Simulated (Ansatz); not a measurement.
Calculated with Ansatz (gas phase, PBE0-D4/def2-TZVP geometries, no zero-point term in ΔE). CCSD(T)/CBS adds triple-zeta CCSD(T) − MP2 to the extrapolated MP2 energy (def2 sets, frozen cores). This one scheme is used for every species. DFT in def2-TZVPP. Triplets are unrestricted, without spin–orbit coupling. One conformer a species, not always the lowest.

`SC[SiH2]S` → `[CH2]` (triplet) + `S[SiH2]S`  (formal loss of a carbene)

`SC[SiH2]S`:

Cartesian coordinates in Å:
```
S 0.415 1.024 -1.742
C -0.572 -0.296 -0.991
Si -0.498 -0.239 0.884
S 1.509 -0.300 1.621
H 1.596 0.641 -1.226
H -0.284 -1.269 -1.394
H -1.602 -0.104 -1.303
H -1.173 0.997 1.350
H -1.148 -1.444 1.464
H 1.757 0.990 1.335
```

`[CH2]` (triplet):

Cartesian coordinates in Å:
```
C -0.263 0.009 0.083
H 0.430 -0.044 0.908
H -0.167 0.035 -0.991
```

`S[SiH2]S`:

Cartesian coordinates in Å:
```
S -0.886 -1.501 0.468
Si 0.227 0.317 0.317
S 1.587 0.156 -1.309
H -1.922 -0.921 1.099
H -0.733 1.438 0.160
H 1.099 0.565 1.490
H 0.627 -0.053 -2.226
```

| species | r2SCANh energy (Eh) |
| --- | --- |
| `SC[SiH2]S` | -1127.56006 |
| `[CH2]` (triplet) | -39.14583 |
| `S[SiH2]S` | -1088.28586 |

Task: Work out ΔE.

Result: ΔE = (-39.14583) + (-1088.28586) − (-1127.56006) = 0.12837 Eh = +337.0 kJ/mol. CCSD(T)/CBS gives +366.8 kJ/mol.

Task: What do rigid-rotor, harmonic-oscillator terms from PBE0-D4/def2-TZVP frequencies (298.15 K, 1 bar) make of the CCSD(T)/CBS value? (An estimate is asked.)

Result: Ansatz gave: ΔZPE = -26.6 kJ/mol, ΔH = +346.8 kJ/mol, ΔS = 166 J/(mol·K), ΔG = +297.3 kJ/mol. Open shells count their whole term as degenerate.

Largest T1 diagnostic among the species: 0.011.

From PBE to PBE0 (25 % exact exchange), in def2-TZVPP and without D4, ΔE moves by −9.7 kJ/mol. Leaving LDA and LC-ωPBE aside and taking each functional with its dispersion term where it has one, the values, not all of them listed here, spread over 40.2 kJ/mol, from r2SCAN0-D4 to ωB97X-V. LDA lies +76.3 kJ/mol from PBE without D4.
